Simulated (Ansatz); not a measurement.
Molecule: ZnF, charge 0, multiplicity 2. The spin state was set by rule; other spins were not relaxed. 
Coordinates optimised at B3LYP-D3(BJ)/def2-TZVP (Ansatz, a quantum-chemistry and plane-wave program):
```xyz
2

Zn     0.0000     0.0000    -0.4161
F      0.0000     0.0000     1.3870
```
Charge 0, spin multiplicity 2.

Total electronic energies in hartree. Correlated levels leave the core frozen unless marked. UHF or UKS for open shells. Spin-orbit coupling is left out. Frozen are the shells of the preceding noble gas and the d and f shells that filled before the atom's block. Non-relativistic. FCI takes restricted orbitals. CBS(X,Y): correlation extrapolated as X^-3; Hartree-Fock from the larger set. [CCSD(T)-MP2]/basis is that difference in the basis named.

```
level                                                                 program  energy (Eh)
-------------------------------------------------------------  --------------  -----------
SVWN5/def2-TZVPD                                                       Ansatz  -1875.76005
PBE-D3(BJ)/def2-TZVPD                                          Ansatz + dftd3  -1878.91782
PBE0/STO-3G                                                            Ansatz  -1856.74960
r2SCANh-D4/def2-TZVPD                                          Ansatz + dftd4  -1879.20065
r2SCAN0-D4/def2-TZVPD                                          Ansatz + dftd4  -1879.16984
HSE06-D3(BJ)/def2-TZVPD                                        Ansatz + dftd3  -1878.92710
MP2/def2-SVP                                                           Ansatz  -1877.38669
RI-MP2/def2-QZVPPD                                                     Ansatz  -1878.13648
CCSD/def2-TZVPP                                                        Ansatz  -1877.98305
CCSD(T)/def2-SVPD                                                      Ansatz  -1877.42285
CCSD(T)/def2-TZVPPD                                                    Ansatz  -1878.00906
FCI/STO-3G                                                             Ansatz  -1855.55029
RI-MP2/CBS(def2-TZVPPD,def2-QZVPPD)+[CCSD(T)-MP2]/def2-TZVPPD          Ansatz   -1878.1520
CCSD(T)/CBS(def2-TZVPP,def2-QZVPP)                                     Ansatz   -1878.1540
CCSD(T)/CBS(def2-TZVPPD,def2-QZVPPD)                                   Ansatz   -1878.1524
```

Totals of different functionals don't rank their quality; only differences between species are comparable.
